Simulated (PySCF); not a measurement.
An unknown is described by computed data only.

Elements present: B, C and H. Monoisotopic mass: 122.1267 u.

* Dipole: 0.38 D [wB97X-D/def2-SVPD]
* NMR, other nuclei: isotropic shieldings of nuclei other than C and H, by class: 17 (1 B) ppm [GIAO KT2/pcSseg-1]
* UV, strongest line: among the 10 lowest singlet transitions: S4 at 7.48 eV (166 nm, f = 0.048) [TDDFT wB97X-D/def2-SVPD]
* 1H NMR: chemical shifts (computed TMS as zero) by class: 7.63 (1 H), 2.35 (1 H), 2.28 (1 H), 2.26 (1 H), 2.20 (1 H), 2.15 (1 H), 2.12 (1 H), 1.93 (1 H), 1.92 (1 H), 1.80 (1 H), 1.65 (1 H), 1.32 (1 H), 0.90 (1 H), 0.61 (1 H), 0.55 (1 H) ppm [GIAO KT2/pcSseg-1]
* Rotational structure: rotational constants A, B, C: 4.157, 0.904, 0.782 GHz [PBE0-D3(BJ)/def2-SVP]
* Triplet: lowest triplet excitation (Tamm–Dancoff): 5.22 eV [TDA wB97X-D/def2-SVPD]
* 13C NMR: chemical shifts (computed TMS as zero) by class: 64.3 (1 C), 42.3 (1 C), 36.0 (1 C), 36.0 (1 C), 34.2 (1 C), 33.9 (1 C), 29.9 (1 C), 22.3 (1 C) ppm [GIAO KT2/pcSseg-1]
* XPS: B1s 195.3, C1s 289.7, C1s 289.9, C1s 290.1, C1s 290.1, C1s 290.1, C1s 290.2, C1s 290.2, C1s 290.3 eV [ΔSCF SCAN, pcX-2 on the ionised atom, pcseg-1 elsewhere, spin-free X2C]

Electronic properties: PySCF, gas phase, density fitting. Levels stand in brackets. One conformer (not necessarily the lowest) at the PBE0-D3(BJ)/def2-SVP geometry, without solvent, vibrations or thermal averaging. NMR classes are plain means over equivalent atoms (diastereotopic ones count apart unless rotation or inversion swaps them), as if these changed places fast.

Problem. Which formula fits the mass and the elements?

Solution. C8H15B (calculated 122.1267). No other formula that holds each of these elements comes within 0.0003 u with a fitting electron parity and a possible valence count.

Problem. What is the compound? Reason from the data.

Solution. Numbering: `[BH:1]1[CH2:2][CH2:3][CH2:4][C@@H:5]1[CH:6]1[CH2:7][CH2:8][CH2:9]1`. 8 carbons fall into 8 classes; from least to most shielded: ring sp3 carbon bound to boron [C5] (64.3 ppm), four-membered-ring carbon [C6] (42.3 ppm), four-membered-ring carbon [C9] (36.0 ppm), ring sp3 carbon bound to boron [C2] (36.0 ppm), four-membered-ring carbon [C7] (34.2 ppm), ring CH2 carbon [C4] (33.9 ppm), ring CH2 carbon [C3] (29.9 ppm), four-membered-ring carbon [C8] (22.3 ppm). Hydrogen classes from least to most shielded: 1 H on a three-coordinate boron, B1 (7.63 ppm), 1 H on a four-membered-ring carbon, C7 (2.35 ppm), 1 H on a four-membered-ring carbon, C6 (2.28 ppm), 1 H on a four-membered-ring carbon, C9 (2.26 ppm), 1 H on an sp3 carbon bound to boron, C2 (2.20 ppm), 1 H on a ring CH2 carbon, C4 (2.15 ppm), 1 H on a ring CH2 carbon, C3 (2.12 ppm), 1 H on a four-membered-ring carbon, C8 (1.93 ppm), 1 H on a four-membered-ring carbon, C7 (1.92 ppm), 1 H on a four-membered-ring carbon, C8 (1.80 ppm), 1 H on a four-membered-ring carbon, C9 (1.65 ppm), 1 H on a ring CH2 carbon, C3 (1.32 ppm); 3 more classes are left out. The other shieldings belong to: 17 ppm, three-coordinate boron [B1]. The core levels belong to: B1s 195.3 eV, three-coordinate boron [B1]; C1s 289.7 eV, sp3 carbon bound to boron [C5]; C1s 289.9 eV, sp3 carbon bound to boron [C2]; C1s 290.1 eV, four-membered-ring carbon [C9]; C1s 290.1 eV, four-membered-ring carbon [C7]; C1s 290.1 eV, four-membered-ring carbon [C6]; C1s 290.2 eV, ring CH2 carbon [C4]; C1s 290.2 eV, four-membered-ring carbon [C8]; C1s 290.3 eV, ring CH2 carbon [C3]. The optimised geometry has point group C1 and is an asymmetric top. Structure: `B1CCC[C@@H]1C1CCC1`. Computed isomers that give other values at the same levels: `C=C(C)[C@H]1CBCCC1` (rotational constant A: 3.053 GHz; this holds for the one conformer computed); `C=CC[C@@H]1CBCCC1` (rotational constant A: 3.444 GHz; this holds for the one conformer computed); `B1[C@H]2CCC[C@@H]1CCC2` (core binding energies: B1s 195.0, C1s 289.6 (×2), C1s 290.1 (×4), C1s 290.2 (×2) eV). The assignments are read from this structure; whether some other isomer fits the data as well wasn't checked. The mirror image fits equally.
